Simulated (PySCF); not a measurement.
C3H11BNPS.
Geometry (GFN2-xTB, Å), atoms numbered from 1 in this order:
```xyz
18
C3H11BNPS angstrom
C      3.0396    0.5888    0.2338
S      1.4067    1.2984   -0.1611
B      0.2471   -0.0899    0.0641
P      0.8510   -1.8077    0.7127
N     -1.0746    0.0968   -0.3241
C     -2.0819   -0.9424   -0.3430
C     -1.6230    1.3669   -0.7556
H      3.7776    1.2734   -0.1711
H      3.1584    0.5145    1.3119
H      3.1394   -0.3888   -0.2308
H      1.6877   -1.3420    1.7093
H     -0.1831   -2.0084    1.6083
H     -1.6269   -1.9188   -0.1835
H     -2.8342   -0.7664    0.4329
H     -2.5842   -0.9496   -1.3140
H     -1.9980    1.2875   -1.7797
H     -0.8587    2.1384   -0.7186
H     -2.4517    1.6557   -0.1031
```

The closed-shell SCF was solved with PySCF and density fitting under several settings on one GFN2-xTB geometry (grid level 2 and gas phase unless stated).

```
                                        settings  basis functions  SCF cycles     E (Eh)  HOMO (eV)  LUMO (eV)  dipole (D)
        PBE0/def2-SVP, energy threshold 1e-06 Eh              161           7  -939.2526      -6.33       0.54        1.30
WP04/def2-SVPD, grid level 4, level shift 0.2 Eh              239          11  -952.4148      -7.55      -1.57        1.15
```

Estimate the row for these settings: PBE0/6-31G, damping 0.3 at the start, DIIS from the seventh cycle.

```
                                                         settings  basis functions  SCF cycles     E (Eh)  HOMO (eV)  LUMO (eV)  dipole (D)
PBE0/6-31G, damping 0.3 at the start, DIIS from the seventh cycle               93          12  -939.4746      -6.35       0.73        1.63
```

Over all rows, what range does the HOMO–LUMO gap span?

From 5.98 eV (WP04/def2-SVPD, grid level 4, level shift 0.2 Eh) to 7.08 eV (PBE0/6-31G, damping 0.3 at the start, DIIS from the seventh cycle). The functional of the narrowest has 12 % exact exchange, that of the widest 25 % exact exchange.

Compare two rows with the functional PBE0: PBE0/def2-SVP, energy threshold 1e-06 Eh and PBE0/6-31G, damping 0.3 at the start, DIIS from the seventh cycle. Which energy is lower, and by how much?

PBE0/6-31G, damping 0.3 at the start, DIIS from the seventh cycle (93 functions) lies 0.2220 Eh or 139 kcal/mol below PBE0/def2-SVP, energy threshold 1e-06 Eh (161 functions). The smaller set gives the lower energy; the two sets aren't nested, so the variational bound doesn't order them by size.

WP04 was designed for NMR shieldings or shifts; total energies of different functionals aren't comparable.

One conformer stands for the species.
